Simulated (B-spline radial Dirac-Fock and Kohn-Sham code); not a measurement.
## Tl³⁺ 5d3/2: cross section and angular parameters

System: the Tl³⁺ ion, [Xe] 4f14 5d10; threshold 52.48 eV (orbital energy of the model). Method: Dirac-Hartree-Slater photoionisation with a Latter tail; cross sections with all multipoles, angular parameters from the dipole term and its interference with E2. Computed with a B-spline atomic structure program.

For linearly polarised light dσ/dΩ = σ/(4π) [1 + β P₂(cos θ) + (δ + γ cos²θ) sin θ cos φ], with θ from the polarisation vector and φ the angle between the beam and the projection of the electron momentum on the plane normal to the polarisation.

```csv
hν (eV),σ (kb),β,γ,δ
67.1,6800,0.709,-0.021,0.003
109,906,1.624,0.065,0.022
156,165,1.918,0.411,-0.008
184,78.1,1.313,0.479,-0.038
187,?,?,?,?
200,58.8,0.719,0.388,-0.039
212,51.1,0.270,0.279,-0.030
226,46.2,-0.164,0.142,-0.011
252,43.4,-0.613,-0.041,0.030
277,44.0,-0.712,-0.106,0.057
400,50.0,-0.118,0.067,0.072
419,50.1,-0.028,0.096,0.068
482,48.8,0.221,0.164,0.053
530,47.0,0.369,0.191,0.042
600,43.7,0.540,0.204,0.029
1070,23.4,1.075,0.057,-0.001
1253.6,18.6,1.168,0.008,0.000
1470,14.3,1.244,-0.027,0.003
2650,4.53,1.402,0.055,0.027
2810,3.98,1.408,0.084,0.030
4000,1.73,1.419,0.337,0.050
4060,1.66,1.419,0.350,0.051
4470,1.30,1.413,0.442,0.058
5414.7,0.785,1.392,0.647,0.072
7750,0.286,1.322,1.093,0.107
9251.7,0.169,1.275,1.333,0.129
10200,0.125,1.246,1.469,0.144
10900,0.102,1.225,1.562,0.154
13600,0.0503,1.149,1.872,0.196
15000,0.0365,1.113,2.007,0.218
```

Question: Give the values at 187 eV.

Answer: σ = 73.5 kb, β = 1.210, γ = 0.467, δ = -0.040.
